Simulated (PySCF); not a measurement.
## Two-component Hartree-Fock for Yb³⁺ (ytterbium, charge +3)

Start: [Xe] 4f13; 4f5/2 filled at m_j = -3/2, -1/2, +1/2, +3/2, +5/2; 4f7/2 filled at m_j = -7/2, -5/2, -3/2, -1/2, +1/2, +3/2, +5/2, +7/2. Calculated with PySCF 2.14 in x2c-SVPall-2c (7s10p9d3f1g, 112 functions): generalised Hartree-Fock with the X2C-1e Hamiltonian and a Gaussian nucleus; one run each with spin-orbit coupling (SO) screened by Boettger's factors, then bare. This is a chosen level, not necessarily the ground level.

| spinor shell | electrons | ε, screened SO (eV) | ε, bare SO (eV) | weight of nominal j (bare SO) | rms radius, bare SO (bohr) |
| --- | --- | --- | --- | --- | --- |
| 1s1/2 | 2 | -61662.9 | -61661.8 | 1.000 | 0.0223 |
| 2s1/2 | 2 | -10606.4 | -10606.1 | 1.000 | 0.0901 |
| 2p1/2 | 2 | -10099.5 | -10125.1 | 1.000 | 0.0766 |
| 2p3/2 | 4 | -9046.5 | -9037.7 | 1.000 | 0.0839 |
| 3s1/2 | 2 | -2474.3 | -2474.2 | 1.000 | 0.231 |
| 3p1/2 | 2 | -2250.2 | -2255.7 | 1.000 | 0.222 |
| 3p3/2 | 4 | -2022.8 | -2020.9 | 1.000 | 0.237 |
| 3d3/2 | 4 | -1645.3 | -1650.4 | 1.000 | 0.210 |
| 4s1/2 | 2 | -542.90 | -542.92 | 1.000 | 0.519 |
| 4p1/2 | 2 | -450.20 | -451.53 | 1.000 | 0.530 |
| 4p3/2 | 4 | -398.91 | -398.50 | 1.000 | 0.563 |
| 4d3/2 | 4 | -245.21 | -246.29 | 0.996 | 0.596 |
| 4d5/2 | 6 | -237.26 | -236.63 | 0.997 | 0.610 |
| 5s1/2 | 2 | -97.646 | -97.656 | 1.000 | 1.29 |
| 5p1/2 | 2 | -68.893 | -69.058 | 0.997 | 1.42 |
| 5p3/2 | 4 | -61.965 | -61.922 | 0.998 | 1.53 |
| 4f5/2 | 5 | -49.149 | -49.764 | 0.977 | 0.796 |
| 4f7/2 | 8 | -47.990 | -47.587 | 0.985 | 0.815 |

**Question.** Where does 3d5/2 lie, and what is the 3d spin-orbit splitting (bare SO)?

**Answer.** At -1593.6 eV, 56.844 eV above 3d3/2.

```tsv
quantity	screened SO	bare SO
E (hartree)	-14060.32300	-14061.19864
M_J	5/2	5/2
⟨J²⟩	8.772	8.761
⟨L²⟩	12.104	12.114
⟨S²⟩	0.850	0.860
```

Each row is a mean over spinors that exchange with the open shell spreads, by up to 9.236 eV (4d3/2).

Breit and QED terms are absent; they matter most for the inner s and p1/2 levels.

Densities and radii are taken from the X2C orbitals without a picture-change correction, which distorts them close to the nucleus.
